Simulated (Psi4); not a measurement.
Se (SMILES [Se]), triplet; HF/aug-pcseg-1 (Psi4 1.11).

Input for Psi4:
```
memory 2 GB

molecule {
0 3
  Se    0.00000000    0.00000000    0.00000000
}

set basis aug-pcseg-1
set reference uhf

energy('scf')
print_variables()
```

**Question.** Write the output that Psi4 gives for this input, abridged.

**Answer.** 
```
   => Loading Basis Set <=

    Name: AUG-PCSEG-1
    Role: ORBITAL
    Keyword: BASIS

         ---------------------------------------------------------
                                   SCF
               by Justin Turney, Rob Parrish, Andy Simmonett
                          and Daniel G. A. Smith
                              UHF Reference
         ---------------------------------------------------------

  ==> Geometry <==

    Molecular point group: d2h
    Geometry (in Angstrom), charge = 0, multiplicity = 3:

       Center              X                  Y                   Z               Mass
    ------------   -----------------  -----------------  -----------------  -----------------
         SE           0.000000000000     0.000000000000     0.000000000000    79.916521800000

  Running in d2h symmetry.

  Rotational constants: A = ************  B = ************  C = ************ [cm^-1]
  Rotational constants: A = ************  B = ************  C = ************ [MHz]
  Nuclear repulsion =    0.000000000000000

  Charge       = 0
  Multiplicity = 3
  Electrons    = 34
  Nalpha       = 18
  Nbeta        = 16

  ==> Algorithm <==

  SCF Algorithm Type is DF.
  DIIS enabled.
  MOM disabled.
  Fractional occupation disabled.
  Guess Type is CORE.
  Energy threshold   = 1.00e-06
  Density threshold  = 1.00e-06
  Integral threshold = 1.00e-12

  ==> Primary Basis <==

  Basis Set: AUG-PCSEG-1
    Blend: AUG-PCSEG-1
    Number of shells: 14
    Number of basis functions: 36
    Number of Cartesian functions: 39
    Spherical Harmonics?: true
    Max angular momentum: 2

   => Loading Basis Set <=

    Name: (AUG-PCSEG-1 AUX)
    Role: JKFIT
    Keyword: DF_BASIS_SCF

  ==> Integral Setup <==

  SCF_SUBTYPE=INCORE selected. In-core MEM_DF algorithm will be used.
  Using in-core AOs.

  ==> MemDFJK: Density-Fitted J/K Matrices <==

    J tasked:                   Yes
    K tasked:                   Yes
    wK tasked:                   No
    Algorithm:                 Core
    Schwarz Cutoff:           1E-12
    Mask sparsity (%):       0.0000
    Fitting Condition:        1E-10

   => Auxiliary Basis Set <=

  Basis Set: (AUG-PCSEG-1 AUX)
    Blend: DEF2-UNIVERSAL-JKFIT
    Number of shells: 60
    Number of basis functions: 266
    Number of Cartesian functions: 371
    Spherical Harmonics?: true
    Max angular momentum: 5

  Minimum eigenvalue in the overlap matrix is 4.6969906699E-02.
  Reciprocal condition number of the overlap matrix is 1.7334019433E-02.
    Using symmetric orthogonalization.

  ==> Pre-Iterations <==

  SCF Guess: Core (One-Electron) Hamiltonian.

   -------------------------------------------------------
    Irrep   Nso     Nmo     Nalpha   Nbeta   Ndocc  Nsocc
   -------------------------------------------------------
     Ag        12      12       6       6       6       0
     B1g        3       3       1       1       1       0
     B2g        3       3       1       1       1       0
     B3g        3       3       1       1       1       0
     Au         0       0       0       0       0       0
     B1u        5       5       3       2       2       1
     B2u        5       5       3       3       3       0
     B3u        5       5       3       2       2       1
   -------------------------------------------------------
    Total      36      36      18      16      16       2
   -------------------------------------------------------

  ==> Iterations <==

                           Total Energy        Delta E     RMS |[F,P]|

   @DF-UHF iter   1: -2395.68173513875809   -2.39568e+03   1.67449e-01 ADIIS
   @DF-UHF iter   2: -2399.09312489077183   -3.41139e+00   4.83147e-02 ADIIS/DIIS
   @DF-UHF iter   3: -2399.48854122853390   -3.95416e-01   1.32234e-02 ADIIS/DIIS
   @DF-UHF iter   4: -2399.51675952670621   -2.82183e-02   2.10543e-03 ADIIS/DIIS
   @DF-UHF iter   5: -2399.51852768681329   -1.76816e-03   4.98134e-04 ADIIS/DIIS
   @DF-UHF iter   6: -2399.51866041034054   -1.32724e-04   1.66626e-04 ADIIS/DIIS
   @DF-UHF iter   7: -2399.51867391274891   -1.35024e-05   3.63088e-05 DIIS
   @DF-UHF iter   8: -2399.51867460827179   -6.95523e-07   4.71556e-06 DIIS
   @DF-UHF iter   9: -2399.51867461726624   -8.99445e-09   7.78481e-07 DIIS
  Energy and wave function converged.

  ==> Post-Iterations <==

   @Spin Contamination Metric:   7.871548018E-03
   @S^2 Expected:                2.000000000E+00
   @S^2 Observed:                2.007871548E+00
   @S   Expected:                1.000000000E+00
   @S   Observed:                1.000000000E+00

    Orbital Energies [Eh]
    ---------------------

    Alpha Occupied:

       1Ag  -460.790409     2Ag   -60.624053     1B3u  -54.272729
       1B1u  -54.272729     1B2u  -54.266455     3Ag    -8.930357
       2B1u   -6.696820     2B3u   -6.696820     2B2u   -6.675857
       4Ag    -2.686015     1B2g   -2.686015     1B1g   -2.670538
       1B3g   -2.670538     5Ag    -2.665451     6Ag    -0.936788
       3B1u   -0.449191     3B3u   -0.449191     3B2u   -0.389107

    Alpha Virtual:

       7Ag     0.079371     4B3u    0.097882     4B1u    0.097882
       4B2u    0.108758     8Ag     0.214374     2B2g    0.214374
       2B3g    0.232367     2B1g    0.232367     9Ag     0.238753
      10Ag     0.632578    11Ag     0.700778     3B2g    0.700778
       3B3g    0.734395     3B1g    0.734395    12Ag     0.746907
       5B1u    0.777111     5B3u    0.777111     5B2u    0.817780

    Beta Occupied:

       1Ag  -460.782975     2Ag   -60.619826     1B2u  -54.263896
       1B3u  -54.261396     1B1u  -54.261396     3Ag    -8.916346
       2B2u   -6.671115     2B1u   -6.670318     2B3u   -6.670318
       4Ag    -2.670419     1B2g   -2.670419     1B1g   -2.661601
       1B3g   -2.661601     5Ag    -2.658725     6Ag    -0.744026
       3B2u   -0.347989

    Beta Virtual:

       3B1u   -0.012530     3B3u   -0.012530     7Ag     0.089811
       4B2u    0.111830     4B3u    0.126106     4B1u    0.126106
       8Ag     0.255458     2B3g    0.255553     2B1g    0.255553
       9Ag     0.258333     2B2g    0.258333    10Ag     0.669753
      11Ag     0.789216     3B3g    0.792094     3B1g    0.792094
      12Ag     0.805031     3B2g    0.805031     5B2u    0.835908
       5B1u    0.857008     5B3u    0.857008

    Final Occupation by Irrep:
             Ag   B1g   B2g   B3g    Au   B1u   B2u   B3u
    DOCC [     6,    1,    1,    1,    0,    2,    3,    2 ]
    SOCC [     0,    0,    0,    0,    0,    1,    0,    1 ]
    NA   [     6,    1,    1,    1,    0,    3,    3,    3 ]
    NB   [     6,    1,    1,    1,    0,    2,    3,    2 ]

  @DF-UHF Final Energy: -2399.51867461726624

   => Energetics <=

    Nuclear Repulsion Energy =              0.0000000000000000
    One-Electron Energy =               -3342.6758743043519644
    Two-Electron Energy =                 943.1571996870853809
    Total Energy =                      -2399.5186746172666972

  UHF NO Occupations:
  HONO-2 :    6 Ag 1.9966185
  HONO-1 :    3B3u 1.0000000
  HONO-0 :    3B1u 1.0000000
  LUNO+0 :    7 Ag 0.0033815
  LUNO+1 :    4B2u 0.0004588
  LUNO+2 :    2B2g 0.0000380
  LUNO+3 :    8 Ag 0.0000380

Computation Completed

Properties will be evaluated at   0.000000,   0.000000,   0.000000 [a0]

Properties computed using the SCF density matrix

 Multipole Moments:

 ------------------------------------------------------------------------------------
     Multipole            Electronic (a.u.)      Nuclear  (a.u.)        Total (a.u.)
 ------------------------------------------------------------------------------------

 L = 1.  Multiply by 2.5417464519 to convert [e a0] to [Debye]
 Dipole X            :          0.0000000            0.0000000            0.0000000
 Dipole Y            :          0.0000000            0.0000000            0.0000000
 Dipole Z            :          0.0000000            0.0000000            0.0000000
 Magnitude           :                                                    0.0000000

 ------------------------------------------------------------------------------------

  Variable Map:
  ----------------------------------------------------------------------------
  "CURRENT ENERGY"           =>   -2399.518674617266
  "CURRENT REFERENCE ENERGY" =>   -2399.518674617266
  "DD SOLVATION ENERGY"      =>       0.000000000000
  "HF KINETIC ENERGY"        =>    2400.797364361290
  "HF POTENTIAL ENERGY"      =>   -4800.316038978556
  "HF TOTAL ENERGY"          =>   -2399.518674617267
  "HF VIRIAL RATIO"          =>       1.999467389559
  "NUCLEAR REPULSION ENERGY" =>       0.000000000000
  "ONE-ELECTRON ENERGY"      =>   -3342.675874304352
  "PCM POLARIZATION ENERGY"  =>       0.000000000000
  "PE ENERGY"                =>       0.000000000000
  "SCF ITERATION ENERGY"     =>   -2399.518674617266
  "SCF ITERATIONS"           =>       9.000000000000
  "SCF TOTAL ENERGY"         =>   -2399.518674617266
  "TWO-ELECTRON ENERGY"      =>     943.157199687085

  Array Variable Map:
  ----------------------------------------------------------------------------
  "CURRENT DIPOLE"           =>       0.000000000000 ... 0.000000000000 1 by 3
  "SCF DIPOLE"               =>       0.000000000000 ... 0.000000000000 1 by 3
  "SCF TOTAL ENERGIES"       =>   -2395.681735138758 ... -2399.518674617266 1 by 9
```
